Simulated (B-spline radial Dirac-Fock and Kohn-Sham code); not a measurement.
## Auger parameter of mercury: the K level and its strongest K-LL line

These are calculated numbers from a radial finite-basis atomic code; the model is ΔSCF Dirac-Fock with Breit, self-energy and vacuum polarisation, finite nucleus, configuration average. The modified Auger parameter α′ is the binding energy plus the kinetic energy of the Auger electron; it does not depend on the energy zero. For free ions it tends to fall with charge, since less charge screens the final holes.

```
            species          configuration  binding 1s (eV)  Auger line  kinetic (eV)   α′ (eV)
                 Hg     [Xe] 4f14 5d10 6s2          83104.6    L2L3 J=2       56320.5  139425.1
                Hg⁺     [Xe] 4f14 5d10 6s1          83114.3    L2L3 J=2       56309.5  139423.8
                Hg⁺  [Xe] 4f14 5d9 6s1 6p1          83120.5    L2L3 J=2       56302.5  139422.9
                Hg⁺      [Xe] 4f14 5d9 6s2          83118.8    L2L3 J=2       56304.1  139422.9
 Hg⁺ (Watson 1.8 Å)     [Xe] 4f14 5d10 6s1          83106.5    L2L3 J=2       56317.5  139423.9
               Hg²⁺         [Xe] 4f14 5d10          83125.1    L2L3 J=2       56297.8  139422.8
Hg²⁺ (Watson 1.8 Å)         [Xe] 4f14 5d10          83109.2    L2L3 J=2       56313.7  139422.9
  Hg²⁺ (Watson 3 Å)         [Xe] 4f14 5d10          83115.5    L2L3 J=2       56307.4  139422.8
               Hg³⁺          [Xe] 4f14 5d9          83141.6    L2L3 J=2       56279.4  139421.0
               Hg⁴⁺          [Xe] 4f14 5d8          83159.4    L2L3 J=2       56259.8  139419.2
               Hg⁵⁺          [Xe] 4f14 5d7          83178.5    L2L3 J=2       56239.1  139417.5
               Hg⁶⁺          [Xe] 4f14 5d6          83198.6    L2L3 J=2       56217.4  139416.0
               Hg⁷⁺          [Xe] 4f14 5d5          83219.8    L2L3 J=2       56194.6  139414.4
```
